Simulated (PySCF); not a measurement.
A structure optimised at PBE-D3(BJ)/def2-SVP, used in a PySCF frequency run:

```
C
H 1 1.1091
O 1 1.4161 2 107.57
H 1 1.1203 2 108.18 3 -119.64
C 3 1.4242 1 109.71 2 -178.86
H 5 1.1094 3 107.73 1 -174.06
H 5 1.1305 6 106.78 3 116.42
C 5 1.4975 6 110.46 7 120.10
O 8 1.3678 5 118.36 6 162.91
H 8 1.1021 9 112.27 1 -161.90
C 9 1.4338 8 113.87 10 173.33
H 11 1.1082 9 106.57 8 167.99
H 11 1.1141 12 109.12 9 -117.44
```
Charge 0, spin multiplicity 2.

Problem. Write its SMILES and formula.

Solution. [CH]1COCCO1, C4H7O2

Problem. What are its rotational constants (standard atomic weights)?

Solution. 5.2837, 4.7399, 2.7386 GHz
